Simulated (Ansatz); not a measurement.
`CB(F)[SiH2][AlH2]`. Charge 0, multiplicity 1. The geometry is a stationary point of PBE0-D4/def2-TZVP. It is one conformer, not always the lowest.

```xyz
12

C     0.367   -1.405    1.495
B     0.454   -1.090   -0.028
F     0.316   -2.097   -0.891
Si    0.722    0.774   -0.795
Al   -1.498    1.764   -1.131
H    -0.194   -2.319    1.708
H    -0.038   -0.577    2.082
H     1.392   -1.560    1.858
H     1.451    1.612    0.204
H     1.507    0.753   -2.062
H    -2.383    2.124    0.141
H    -2.096    2.022   -2.580
```

Problem. What is the dipole moment at r2SCAN/def2-TZVPP? (An estimate is asked.)

Solution. Ansatz gave: 1.13 D, with components (0.13, 0.17, 1.11) D in this frame, pointing from negative to positive charge.

Problem. And with PBE, B3LYP, ωB97M-V? (Estimate.)

Solution. Computed: PBE 1.09 D, B3LYP 1.11 D, ωB97M-V 1.09 D.

Problem. Give the Mulliken charges with r2SCAN, B3LYP, ωB97M-V in def2-TZVPP. (An estimate is asked.)

Solution. The calculation gave: 
```csv
atom,r2SCAN,B3LYP,ωB97M-V
C1,-0.24,-0.30,-0.34
B2,0.33,0.32,0.27
F3,-0.24,-0.23,-0.22
Si4,-0.07,-0.07,-0.16
Al5,0.45,0.38,0.35
H6,0.08,0.11,0.12
H7,0.07,0.11,0.12
H8,0.08,0.10,0.12
H9,-0.07,-0.07,-0.02
H10,-0.07,-0.06,-0.02
H11,-0.16,-0.14,-0.11
H12,-0.16,-0.14,-0.11
```

B3LYP here is the variant with VWN-RPA as its local correlation; programs differ in this.
